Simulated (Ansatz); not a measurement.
Program: Ansatz. Geometries: PBE0-D4/def2-TZVP. ΔE: electronic, gas phase. CCSD(T)/CBS is the MP2 limit (def2-TZVPP, def2-QZVPP) plus CCSD(T) − MP2 in def2-TZVPP, frozen cores. This one scheme is used for every species. Functionals use def2-TZVPP. B3LYP here is the variant with VWN-RPA as its local correlation; programs differ in this. def2 core potentials past Kr. For Mo outer-core shells are correlated without core-valence functions, which leaves a few kJ/mol of doubt a bond. One conformer a species, not always the lowest.

Reaction (ligand exchange at a Mo–F bond): `C[O][Mo]([F])([Cl])([Cl])([Cl])[O]C` + HCl → `C[O][Mo]([Cl])([Cl])([Cl])([Cl])[O]C` + H–F

| level | ΔE (kcal/mol) |
| --- | --- |
| PBE-D4 | 1.4 |
| r2SCAN0-D4 | 1.7 |
| revPBE | 3.8 |
| BLYP | 5.8 |
| r2SCAN | 3.8 |
| B3LYP | 4.6 |
| CCSD/def2-SVP | 3.4 |
| CCSD/CBS(def2) | -0.3 |

(1) What does CCSD(T)/CBS give? (Estimate.)

Largest T1 diagnostic among the species: 0.025, so the coupled-cluster value is less sure than usual.

Results:

(1) Computed: -1.6 kcal/mol. The listed levels differ from it by 3.0, 3.3, 5.4, 7.4, 5.4, 6.2, 5.0, 1.3 kcal/mol.

The D4 term adds −2.9 kcal/mol with B3LYP and −1.6 kcal/mol with PBE0; it sums over pairs of atoms, weighted by their polarisabilities, and B3LYP, whose exchange is more repulsive, gets the larger term. From r2SCAN to r2SCAN0 (25 % exact exchange), in def2-TZVPP and without D4, ΔE moves by −1.5 kcal/mol.

CCSD(T)/CBS has its own doubt, a few kJ/mol and more with outer-core shells, so smaller differences from it don't rank the levels.
